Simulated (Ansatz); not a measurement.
`BC(F)F` + H₂O → `BO` + difluoromethane at 298.15 K and 1 bar (formal hydrolysis of a B–C bond).

Isolated molecules relaxed with PBE0-D4/def2-TZVP in Ansatz; ΔE leaves out vibrations. CCSD(T)/CBS is the MP2 limit (def2-TZVPP, def2-QZVPP) plus CCSD(T) − MP2 in def2-TZVPP, frozen cores. This one scheme is used for every species.

```csv
species,CCSD(T)/CBS energy (Eh),H − E (kJ/mol),S (J/(mol·K))
`BC(F)F`,-264.18920,125.2,287.7
H₂O,-76.37941,66.4,188.7
`BO`,-101.80414,103.5,230.4
`FCF`,-238.82660,97.1,246.5
```

H − E and S are ideal-gas, rigid-rotor, harmonic terms from PBE0-D4/def2-TZVP. 1 Eh = 2625.50 kJ/mol, R = 8.31446 J/(mol·K).

By hand: ΔE, ΔH, ΔS and ΔG.

ΔE = (-101.80414) + (-238.82660) − (-264.18920) − (-76.37941) = -0.06213 Eh = -163.1 kJ/mol. Δ(H − E) = 103.5 + 97.1 − 125.2 − 66.4 = 9.0, so ΔH = -154.1 kJ/mol. ΔS = 230.4 + 246.5 − 287.7 − 188.7 = 0.5 J/(mol·K). ΔG = -154.1 − 298.15 × (0.5)/1000 = -154.2 kJ/mol.

By hand: the equilibrium constant, and the temperature at which ΔG would vanish if ΔH and ΔS stayed fixed.

log₁₀ K = −ΔG/(RT ln 10) = 27.0. ΔH and −TΔS have one sign here, so there is no such temperature. One of them is within its doubt of zero, so this could turn.

The number of gas molecules stays the same, so ΔS is small and ΔH decides. A doubt of 5 kJ/mol in ΔE shifts log₁₀ K by 0.9 here. These are equilibria of isolated gas molecules and say nothing of rates. Largest T1 diagnostic: 0.014 (customary marks: 0.02 for closed shells, 0.045 for open ones).
